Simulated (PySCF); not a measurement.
# Trend along the second period: MH cations

CCSD(T) with double-zeta basis sets in PySCF, for the lowest determinant that a PBE0 search found; no spin–orbit coupling. De refers to high-spin ground-configuration atoms (the charge goes to the atom of lower measured ionisation energy or higher electron affinity, which is not always the lowest computed limit).

```json
{"M": "Li", "basis": "def2-SVPD", "reference, frozen orbitals": "UHF, 0", "charged atom": "Li+", "state (unpaired electrons)": "doublet (σ ↑)", "Re (Å)": "2.266", "ωe (cm⁻¹)": "357", "De (eV)": "0.11"}
{"M": "Be", "basis": "def2-SVP", "reference, frozen orbitals": "RHF, 0", "charged atom": "Be+", "state (unpaired electrons)": "singlet (closed shell)", "Re (Å)": "1.324", "ωe (cm⁻¹)": "2170", "De (eV)": "2.86"}
{"M": "B", "basis": "jorge-DZP-DKH", "reference, frozen orbitals": "UHF, 1", "charged atom": "B+", "state (unpaired electrons)": "doublet (σ ↑)", "Re (Å)": "1.229", "ωe (cm⁻¹)": "2485", "De (eV)": "1.87"}
{"M": "C", "basis": "def2-SVP", "reference, frozen orbitals": "RHF, 1", "charged atom": "C+", "state (unpaired electrons)": "singlet (closed shell)", "Re (Å)": "1.136", "ωe (cm⁻¹)": "2958", "De (eV)": "4.04"}
{"M": "N", "basis": "jorge-DZP-DKH", "reference, frozen orbitals": "UHF, 1", "charged atom": "H+", "state (unpaired electrons)": "quartet (σ ↑, π ↑↑)", "Re (Å)": "1.106", "ωe (cm⁻¹)": "2782", "De (eV)": "3.72"}
{"M": "O", "basis": "def2-SVP", "reference, frozen orbitals": "UHF, 1", "charged atom": "H+", "state (unpaired electrons)": "triplet (π ↑↑)", "Re (Å)": "1.036", "ωe (cm⁻¹)": "3160", "De (eV)": "5.42"}
{"M": "F", "basis": "aug-pcseg-1", "reference, frozen orbitals": "UHF, 1", "charged atom": "H+", "state (unpaired electrons)": "doublet (π ↑)", "Re (Å)": "1.014", "ωe (cm⁻¹)": "2970", "De (eV)": "3.48"}
```

The shortest bond is that of HF⁺ (1.014 Å), the longest that of LiH⁺ (2.266 Å). OH⁺ is bound most strongly (5.42 eV) and LiH⁺ least (0.11 eV).

The rows differ in basis set, which adds steps of its own.

The state changes along the series, so neighbouring rows are not always alike in their bonding.

Correlated steps freeze the inner cores (0 to 1 orbitals); shallow outer-core shells are correlated. Weak bonds: LiH⁺. Basis-set superposition, not corrected here, can be much of De in a small basis, most of all at correlated wavefunction levels. For an ion De counts to the pair picked by the measured ionisation energies or electron affinities, which need not be the lowest pair at this level. Where the molecule has an RHF reference, its open-shell atoms are computed with UHF. States were picked by a PBE0 search and need not be the measured ground states.
